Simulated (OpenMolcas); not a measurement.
## Te⁺: effect of the active space

| Property | Result |
| --- | --- |
| Program | OpenMolcas |
| Method | SS-CASPT2 or its RAS form, IPEA 0.25 Eh, imaginary shift 0.1 Eh |
| Basis | ANO-RCC-VTZP |
| Scalar Hamiltonian | DKH2, point nucleus |
| Spin-orbit coupling | state interaction with AMFI integrals over the reference wave functions, term energies averaged over their components |

A. 3 electrons in 3 orbitals (5p); 2S+1 = 4 odd, 1 root; 2S+1 = 2 odd, 8 roots; closed shells correlated: 4d 5s; CASPT2 step about 1.1 core-seconds
B. 5 electrons in 8 orbitals (5s 5p 6s 6p); 2S+1 = 4 odd, 1 root; 2S+1 = 2 odd, 8 roots; 2S+1 = 4 even, 3 roots; 2S+1 = 2 even, 9 roots; closed shells correlated: 4d; CASPT2 step of the order of 11 core-seconds
C. 5 electrons in 9 orbitals (RAS2 5s 5p; RAS3 5d, at most 2 electrons); 2S+1 = 4 odd, 1 root; 2S+1 = 2 odd, 8 roots; 2S+1 = 4 even, 3 roots; 2S+1 = 2 even, 9 roots; closed shells correlated: 4d; CASPT2 step of the order of 14 core-seconds

Energies in cm-1 above 5s2 5p3 4S* 3/2, the measured ground level; measured values from NIST Handbook of Basic Atomic Spectroscopic Data.

```csv
Level,A,B,C,Measured
5s2 5p3 4S* 3/2,0.0,0.0,0.0,0.0
5s2 5p3 2D* 3/2,11330,11720,11130,10222
5s2 5p3 2D* 5/2,13120,13520,12890,12422
5s2 5p3 2P* 1/2,21990,22680,21640,20547
5s2 5p3 2P* 3/2,24660,25130,24170,24032
```

Deviations, from unrounded energies. A percentage is the sum of absolute deviations over the sum of measured energies, with the sign that they share, or ± where signs differ.

```json
{"Against measurement": "mean absolute deviation (cm-1)", "Levels": "4", "A": "970", "B": "1500", "C": "650"}
{"Against measurement": "other terms of the ground configuration (%)", "Levels": "4", "A": "+5.8", "B": "+8.7", "C": "+3.9"}
```

C lies closest to measurement on these levels and B furthest from it. The largest miss of C in the table is 5s2 5p3 2P* 1/2, by +1100 cm-1. The ranking rests on the paired levels alone, and a cruder setting can come out closer through cancelling errors.

Among A to C the level of the table that moves most is 5s2 5p3 2P* 1/2, by 1000 cm-1 (lowest in C, highest in B). Moves below CASPT2's spread within the term are not significant.

Term energies are means over components that CASPT2 splits; among the terms shown or strongly mixed into the levels shown the widest spread is 110 cm-1 (5s2 5p3 2D*, A). Over all roots computed the reference weight is 0.82 to 0.91 in B; the roots of lowest weight are the least certain, and an intruder state may touch them. With the s shell closed, the reference lacks s² → p² mixing (holds for A). Active for correlation alone: 6p 6s; no level in the range computed is led by a configuration that fills them, so any true level of that kind is missing (holds for B). The run also gave levels led by 5s2 5p2 5d, which use shells meant for correlation; these and all levels above them are left out (holds for C). Measured partners are found by configuration, term and J. A level has none where our copy of the source lacks it or the pairing is in doubt (some pairs that miss far off the trend of their configuration count as doubtful), and it then counts in no deviation. Levels of configurations outside the active space are missing. Levels that lie high or do not pair safely by name in every column are left out.

* marks odd parity.
